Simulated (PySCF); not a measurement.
Species: C6H11N2P.
SMILES: `CC(C)(C)c1n[nH]cp1`

All values: PBE0/pcSseg-1 (PySCF, non-relativistic), on one gas-phase PBE0-D3(BJ)/def2-SVP geometry that isn't relaxed in the solvent. The solvent is an IEF-PCM continuum (van der Waals radii × 1.2). Only the electrostatic response of the medium enters.

| run | E − E(gas) (kcal/mol) | HOMO (eV) | HOMO–LUMO gap (eV) | dipole (D) |
| --- | --- | --- | --- | --- |
| gas | 0.00 | -6.82 | 6.29 | 2.08 |
| P | -4.77 | -6.86 | 6.34 | 2.56 |
| Q | -2.95 | -6.83 | 6.32 | 2.38 |

**Question.** The runs were made in benzene and chloroform. Which run belongs to which solvent?

**Answer.** P = chloroform, Q = benzene. The dielectric constants are 2.271 (benzene), 4.711 (chloroform), and the energy falls further as ε rises. In this model the ground state sees the solvent through ε alone.

**Question.** How constant is the ratio of the lowering to (ε − 1)/(2ε + 1)?

**Answer.** 
| solvent | (ε − 1)/(2ε + 1) | E − E(gas) (kcal/mol) | ratio (kcal/mol) | polarisation term (kcal/mol) |
| --- | --- | --- | --- | --- |
| benzene | 0.229 | -2.95 | -12.9 | -3.17 |
| chloroform | 0.356 | -4.77 | -13.4 | -5.35 |

The ratio changes by +4.0 % in size from benzene to chloroform. The polarisation term is half the interaction of the solute with the induced surface charges.

Conformer computed: `[CH3:1][C:2]([CH3:3])([CH3:4])[c:5]1[n:6][nH:7][cH:8][p:9]1`: C1–C2–C5–N6 -122°.
